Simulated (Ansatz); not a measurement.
Cost and result for the atomization energy of `C[SiH2][NH][AlH2]` (12 atoms, 11 bonds).

```tsv
atom	x (Å)	y (Å)	z (Å)
C1	1.7682	-0.9980	0.0439
Si2	0.0906	-0.5368	0.7226
N3	-0.9714	0.1033	-0.4844
Al4	-1.7134	1.7182	-0.5949
H5	2.4063	-1.3997	0.8360
H6	1.6808	-1.7625	-0.7329
H7	2.2679	-0.1289	-0.3903
H8	-0.5016	-1.7496	1.3602
H9	0.2294	0.5204	1.7606
H10	-1.2127	-0.5477	-1.2215
H11	-2.6705	2.0017	-1.8253
H12	-1.3734	2.7797	0.5260
```

Total charge 0; spin multiplicity 1. The structure was optimised at the PBE0-D4/def2-TZVP level. It is one conformer, not always the lowest. Program: Ansatz. All runs use 4 threads of an Arm Neoverse V1 on a shared host. Times are those of one run each, without the atoms' runs, and a repeat can differ threefold. Electronic energies, without spin–orbit coupling; frozen cores. CCSD(T)/CBS adds CCSD(T) − MP2 in def2-TZVPP to the MP2 limit, and its time is that of the two runs behind it. T1 = 0.011. B3LYP takes the VWN-RPA correlation (the form of Gaussian; ORCA's B3LYP/G).

CCSD(T)/CBS is a level of theory with its own doubt, some kJ/mol a heavy atom from the limit and from the frozen cores, so smaller differences don't rank the functionals.

| level | functions | wall time |
| --- | --- | --- |
| PBE-D4/def2-TZVPP (with forces) | 258 | 2.5 s |
| PBE0-D4/def2-TZVPP | 258 | 2.8 s |
| B3LYP-D4/def2-TZVPP (with forces) | 258 | 4.4 s |
| r2SCAN-D4/def2-TZVPP (with forces) | 258 | 4.8 s |
| B2PLYP/def2-TZVPP | 258 | 5.5 s |
| ωB97X-V/def2-TZVPP | 258 | 8 s |
| ωB97M-V/def2-TZVPP (with forces) | 258 | 11 s |
| MP2/def2-QZVPP | 494 | 21 s |
| CCSD(T)/def2-TZVPP | 258 | 100 s |
| CCSD(T)/CBS(def2) | – | 2 min |

(1) What atomization energy does each give, and how far from CCSD(T)/CBS? (Best estimate.)

Results:

(1) Ansatz gave: 
| level | atomization (kcal/mol) | difference from CCSD(T)/CBS | per bond |
| --- | --- | --- | --- |
| PBE-D4/def2-TZVPP (with forces) | 948.3 | -3.8 | -0.3 |
| PBE0-D4/def2-TZVPP | 941.2 | -10.9 | -1.0 |
| B3LYP-D4/def2-TZVPP (with forces) | 951.8 | -0.3 | 0.0 |
| r2SCAN-D4/def2-TZVPP (with forces) | 948.3 | -3.8 | -0.3 |
| B2PLYP/def2-TZVPP | 940.0 | -12.1 | -1.1 |
| ωB97X-V/def2-TZVPP | 955.8 | 3.7 | 0.3 |
| ωB97M-V/def2-TZVPP (with forces) | 953.6 | 1.5 | 0.1 |
| MP2/def2-QZVPP | 944.1 | -8.0 | -0.7 |
| CCSD(T)/def2-TZVPP | 927.3 | -24.8 | -2.3 |
| CCSD(T)/CBS(def2) | 952.1 | 0.0 | 0.0 |

The D4 term adds +8.9 kcal/mol with B3LYP and +4.7 kcal/mol with PBE0; it sums over pairs of atoms, weighted by their polarisabilities, and B3LYP, whose exchange is more repulsive, gets the larger term. In def2-TZVPP, CCSD(T) changes the Hartree–Fock value by +217.1 kcal/mol (the triples alone add +9.7 kcal/mol) and MP2 by +218.9 kcal/mol; breaking electron pairs costs correlation energy, which Hartree–Fock lacks. From PBE to PBE0 (25 % exact exchange), in def2-TZVPP and without D4, the atomization energy moves by −6.2 kcal/mol: exact exchange takes away binding that semilocal exchange gives to molecules.
